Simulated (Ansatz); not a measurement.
`[NH2][AlH][GeH2][F]`. Charge 0, multiplicity 1. Correlated methods include outer-core shells of Ge, which these sets cover unevenly. Scalar relativity is left out up to krypton.

```xyz
9

N     0.186   -1.098   -1.561
Al    0.797   -0.764    0.056
Ge   -0.420    1.099    1.162
F    -1.617    1.588   -0.040
H    -0.574   -0.581   -1.975
H     0.522   -1.805   -2.195
H     1.993   -1.604    0.665
H     0.367    2.394    1.467
H    -1.254    0.770    2.421
```

(1) Give the diagnostics of a CCSD(T)/def2-TZVPP run (frozen core, Ansatz). (Best estimate.)

Answers

(1) Ansatz gave: T1 = 0.0125, largest single amplitude 0.030, largest double 0.033, (T) share of the correlation energy 3.2 %, 10 CCSD cycles. The RHF solution is stable towards an unrestricted one. T1 lies under the customary mark of 0.02 for closed shells.
